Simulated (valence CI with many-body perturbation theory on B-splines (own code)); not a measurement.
The numbers below are computed, except where a source is named.
**Bi XXXIII: magnetic and hyperfine properties of the levels**

Level of theory: configuration interaction combined with many-body perturbation theory (CI+MBPT): five valence electrons over a frozen Dirac-Fock core [Kr] 4d10, radial functions for each j: 7 s, 7 p, 7 d, 7 f, 4 g, 2 h, with the one-electron correlation potential Σ1 (screened to all orders), the two-electron term Σ2, the three-electron term Σ3, Breit, model QED; selected single and double excitations, second order for the rest, scaled by the run's own slope (own B-spline code, finite nucleus).

No measured spectrum was set against this ion. As an estimate, large intervals hold to a few tenths of a per cent, small ones and those within an open d or f shell to about a per cent. Among the levels kept, up to 960 cm⁻¹ of a level comes from second order outside the variational space, and about a tenth of that is noise between levels of different J, which matters for small intervals. Only levels of the ground parity were solved; by the run's estimate the other parity begins above the list, which can be wrong where configurations are misplaced.

A/g_I is the dipole constant over the nuclear g factor μ/I (μ in nuclear magnetons, uniformly magnetised nucleus), B/Q the quadrupole constant per barn. Both hold the static response of the core; the bare values leave it out. Large factors of s and p1/2 electrons are usually good to 5 to 10 %; those of open d and f shells near neutrality can be off by tens of per cent, and small factors of p3/2, d and f electrons come from cancelling terms and can be off by a factor of two or in sign, in half-filled shells by more. B is blank for J = 1/2, where it vanishes, and for nearly pure S terms. Energies count from the lowest level.

Levels are named by their leading jj configuration (3d3/2^4 stands for four electrons in 3d with j = 3/2), which in mixed levels can hold well under half, so a name can repeat and another be missing. Letters in brackets count levels of one name in rising energy.

```
                       Level  E (cm⁻¹)       g  A/g_I (MHz)  A/g_I bare  B/Q (MHz/b)  B/Q bare
             (4f5/2^5) J=5/2       0.0   0.568         8410        7590        -6770     -6140
       (4f5/2^4 4f7/2) J=7/2     32591   0.902         5550        5430        -5710     -5180
       (4f5/2^4 4f7/2) J=5/2     44839   0.990         5630        5800        -3560     -3190
   (4f5/2^4 4f7/2) J=3/2 [a]     48634   0.899         6800        6830        -1600     -1410
       (4f5/2^4 4f7/2) J=1/2     53938  -0.387        18600       16000                       
 (4f5/2^3 4f7/2^2) J=9/2 [a]     54691   1.050         4600        4830        -4950     -4510
  (4f5/2^4 4f7/2) J=11/2 [a]     68084   1.105         4420        4800        -4010     -3680
 (4f5/2^3 4f7/2^2) J=7/2 [a]     70063   1.241         3120        3770         -213      -229
      (4f5/2^4 4f7/2) J=15/2     70253   1.032         5110        5340          385       201
      (4f5/2^4 4f7/2) J=13/2     75504   1.103         4570        4960        -3210     -3010
       (4f5/2^4 4f7/2) J=9/2     86778   1.266         3050        3770         3080      2720
 (4f5/2^3 4f7/2^2) J=5/2 [a]     94089   1.085         4530        4860        -2750     -2500
  (4f5/2^4 4f7/2) J=11/2 [b]    100690   1.206         3550        4140         4230      3740
(4f5/2^3 4f7/2^2) J=15/2 [a]    102630   1.091         4420        4750        -2120     -2030
 (4f5/2^3 4f7/2^2) J=9/2 [b]    104010   0.926         5230        5150        -3120     -2820
 (4f5/2^3 4f7/2^2) J=3/2 [a]    105210   0.660         7890        7290         3.50     -23.5
 (4f5/2^3 4f7/2^2) J=5/2 [b]    106780   1.244         3420        4120        -4100     -3690
(4f5/2^3 4f7/2^2) J=13/2 [a]    107790   1.007         4900        5030        -2170     -2000
(4f5/2^3 4f7/2^2) J=11/2 [a]    108420   1.060         4470        4710         -636      -610
 (4f5/2^3 4f7/2^2) J=1/2 [a]    118400   0.377        14600       13900                       
 (4f5/2^3 4f7/2^2) J=7/2 [b]    119300   1.016         5060        5240        -2780     -2550
(4f5/2^3 4f7/2^2) J=17/2 [a]    119440   1.012         4950        5110         5020      4450
 (4f5/2^3 4f7/2^2) J=3/2 [b]    122000   1.880        -3160       -1250         1770      1560
 (4f5/2^3 4f7/2^2) J=7/2 [c]    129710   0.909         5450        5340         1140      1070
 (4f5/2^3 4f7/2^2) J=9/2 [c]    133530   1.044         4850        5090        -1070      -999
(4f5/2^3 4f7/2^2) J=15/2 [b]    133740   1.000         5090        5220          268       231
 (4f5/2^3 4f7/2^2) J=9/2 [d]    135440   1.025         4620        4770         3800      3390
    (4f5/2^3 4f7/2^2) J=19/2    135830   1.049         4750        5000         6620      5890
(4f5/2^3 4f7/2^2) J=11/2 [b]    138980   1.090         4430        4770         1000       877
    (4f5/2^3 4f7/2^2) J=21/2    140940   1.063         4750        5040         8550      7600
(4f5/2^3 4f7/2^2) J=13/2 [b]    142240   0.961         5420        5470        -2850     -2530
 (4f5/2^3 4f7/2^2) J=5/2 [c]    142280   0.841         7030        6900         1430      1260
(4f5/2^3 4f7/2^2) J=17/2 [b]    143950   1.013         5160        5350         -265      -240
 (4f5/2^3 4f7/2^2) J=5/2 [d]    147720   1.225         3080        3680          825       750
(4f5/2^3 4f7/2^2) J=13/2 [c]    147830   1.083         4650        4990         1490      1290
 (4f5/2^3 4f7/2^2) J=7/2 [d]    148710   1.409         1500        2490         2520      2230
(4f5/2^2 4f7/2^3) J=15/2 [a]    151330   1.099         4150        4480        -61.8      -118
   (4f5/2^4 4f7/2) J=3/2 [b]    151370   1.248          895        1300         3570      3210
 (4f5/2^3 4f7/2^2) J=9/2 [e]    155770   1.086         4390        4700          687       610
(4f5/2^2 4f7/2^3) J=11/2 [a]    157450   1.012         4590        4700          824       741
```

**Question.** Take the isotope of mass number 209, with I = 9/2, μ = 4.092 μN, leaving out the quadrupole term. What is the hyperfine structure of (4f5/2^4 4f7/2) J=1/2?

**Answer.** From the table A = 16900 MHz. Shifts from the centre of gravity in MHz: F = 4: -46500, F = 5: 38000.
